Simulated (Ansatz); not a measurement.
Rb₃H₂⁺. Charge 1, multiplicity 3. Geometry r2SCAN-D4/def2-TZVP; atoms count from 1.

```xyz
5

Rb    3.806   -3.963    1.508
Rb   -0.003   -0.005   -0.005
Rb   -3.797    3.975   -1.496
H    -1.734    1.805   -0.688
H     1.729   -1.811    0.681
```

In the def2 sets Rb takes a core potential; there is no spin–orbit coupling. At PBE0-D4/def2-TZVP a singlet of charge 1 lies 3.27 eV below the triplet, each at its own geometry. The structure comes from a short search, and lower isomers may exist.

**Question.** Estimate the Mulliken populations from the PBE0/def2-TZVP orbitals of Ansatz.

**Answer.** 
| atom | charge (e) | spin (α − β) |
| --- | --- | --- |
| Rb1 | 0.44 | 0.49 |
| Rb2 | 0.75 | -0.08 |
| Rb3 | 0.45 | 0.48 |
| H4 | -0.32 | 0.55 |
| H5 | -0.32 | 0.56 |
Mulliken values and Mayer orders depend strongly on the basis.

**Question.** Where does the spin sit?

**Answer.** Summed by element: Rb 0.90, H 1.10, of 2 unpaired in all. Largest on single atoms: H5 0.56, H4 0.55, Rb1 0.49.
